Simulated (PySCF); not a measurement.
C3H11BSi, SMILES CB(C)C[SiH3].

Coordinates come from a PBE0-D3(BJ)/def2-SVP optimisation. This is a generated structure with no PubChem entry under its InChIKey; it may be hypothetical. One conformer was computed; it need not be the lowest.

Vertical ionisation energy (IE) and electron affinity (EA) in eV. Rows of orbital energies are one-electron estimates. Where ΔSCF, EOM or ADC give a negative EA the extra electron is unbound and the value depends on the basis.

| level | IE | EA |
|---|---|---|
| −ε(HOMO), −ε(LUMO), M06-2X/def2-TZVP (PySCF) | … | … |
| −ε(HOMO), −ε(LUMO), PBE/def2-TZVP (PySCF) | 7.09 | 1.40 |

Some entries are withheld; supply them. (Estimate from the structure and the level; the computed values follow.)


- −ε(HOMO), −ε(LUMO), M06-2X/def2-TZVP (PySCF), IE: 9.56
- −ε(HOMO), −ε(LUMO), M06-2X/def2-TZVP (PySCF), EA: -0.44
